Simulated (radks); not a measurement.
Values are calculated unless marked as measured or tabulated.
Nd19+, 41 electrons, occupied as [Kr] 4d5 (the NIST ground configuration).

Level of theory: scalar-relativistic Kohn-Sham, LDA (Slater exchange, VWN5 correlation), spin-polarised, spherical densities, finite nucleus; open shells are filled with parallel spins first (spin-orbit coupling, left out, can overturn this in heavy ions); Fermi nuclear charge, rms radius 4.9123 fm (a radial shooting solver on a logarithmic mesh with Libxc functionals).

Energy parts (Ry):
part                       energy
total                 -18951.4818
kinetic                20182.5260
electron-nucleus      -44546.7353
Hartree                 5807.6116
exchange-correlation    -394.8841

Orbitals (lengths in bohr, moments of r in powers of bohr; <r^-3> diverges for s and p1/2; r(max) is where P^2 peaks):
orbital,occ.,eigenvalue (Ry),<r>,r(max),<r^-3>,<r^4>
1s up,1,-3222.814,0.02365,0.01511,-,1.531e-06
1s down,1,-3222.805,0.02365,0.01511,-,1.530e-06
2s up,1,-551.8828,0.1010,0.08557,-,0.0002490
2s down,1,-551.6501,0.1010,0.08556,-,0.0002490
2p up,3,-497.4846,0.08881,0.06894,9010,0.0001831
2p down,3,-497.2947,0.08879,0.06892,9014,0.0001830
3s up,1,-147.2487,0.2657,0.2435,-,0.009798
3s down,1,-147.0889,0.2655,0.2435,-,0.009757
3p up,3,-130.0931,0.2635,0.2383,1852,0.01017
3p down,3,-129.9233,0.2633,0.2383,1853,0.01011
3d up,5,-106.3853,0.2402,0.1951,253.7,0.008178
3d down,5,-106.1683,0.2400,0.1952,253.7,0.008134
4s up,1,-54.87892,0.5766,0.5507,-,0.1967
4s down,1,-54.25408,0.5769,0.5502,-,0.1977
4p up,3,-48.89412,0.5987,0.5691,475.2,0.2349
4p down,3,-48.27581,0.5994,0.5687,474.0,0.2367
4d up,5,-40.38800,0.6211,0.5799,59.47,0.2901
4d down,0,-39.77945,0.6226,0.5797,59.28,0.2943

The highest occupied level is 4d up at -549.51 eV. Spin moment in Bohr magnetons: 5. For comparison, the ionisation energy in NIST's Atomic Spectra Database is 562 eV (theoretical). In exact Kohn-Sham theory the highest level is minus the ionisation energy, but local and semilocal functionals leave it too shallow, through self-interaction and a potential that decays too fast; potentials with the right tail come closer. The density falls to 0.001 e/bohr^3 at r = 1.57 bohr. The spin density at the nucleus is -12.987 e/bohr^3 (1s -1.713, 2s -8.455, 3s -3.673, 4s 0.854).
